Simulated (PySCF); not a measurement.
Task: Give a PBE0-D3(BJ)/def2-SVP geometry of Nb(NEt)(NH2)3, `CC[N]=[Nb]([NH2])([NH2])[NH2]`. (Singlet state.)

Result: 
```xyz
18
C2H11N4Nb angstrom
Nb    -0.0976    0.3479   -1.1516
N     -0.1257    0.3158    0.5948
C     -0.1234    0.2339    2.0135
C      0.3152   -1.1339    2.5204
H      0.5450    1.0125    2.4283
H     -1.1345    0.4643    2.4000
H      0.3031   -1.1676    3.6210
H     -0.3563   -1.9199    2.1429
H      1.3340   -1.3661    2.1751
N      1.8250    0.3325   -1.6881
H      2.1516    0.3282   -2.6521
H      2.6313    0.3179   -1.0714
N     -1.0192    2.0250   -1.7196
H     -1.4323    2.7320   -1.1194
H     -1.1293    2.3163   -2.6888
N     -1.0579   -1.2873   -1.7762
H     -1.4617   -2.0170   -1.1973
H     -1.2238   -1.5176   -2.7538
```

Any rigid rotation of these coordinates is as good. Atoms count from 1 in this order. Nb1 (niobium bonded to 4 N) is tetrahedral (angles from 106.5° to 112.1°). N10 (nitrogen bonded to Nb and 2 H) is planar (angles 127.0°, 124.3° and 108.7°, sum 360.0°, 0.00 Å off the plane of its three neighbours). The 4 N–Nb bonds span 1.747 Å (Nb1–N2) to 1.997 Å (Nb1–N16), a spread of 0.250 Å.

Bonds between heavy atoms (Å): Nb1–N2 1.747, Nb1–N10 1.996, Nb1–N13 1.996, Nb1–N16 1.997, N2–C3 1.421, C3–C4 1.523.

Method: PBE0-D3(BJ)/def2-SVP geometry optimisation, gas phase, def2 core potentials past Kr (PySCF).

Point group: C1 (no symmetry element, even within 0.4 Å). No frequency check. Torsions: N2–Nb1–N10–H 179° and -1°, N2–Nb1–N13–H 0° and 178°, N2–Nb1–N16–H -2° and 178°.

On one thread, Arm Neoverse V2 (aarch64), no GPU (shared host), this took 2.2 min of wall time and 0.72 GiB of memory at its peak. This is the geometry optimisation.
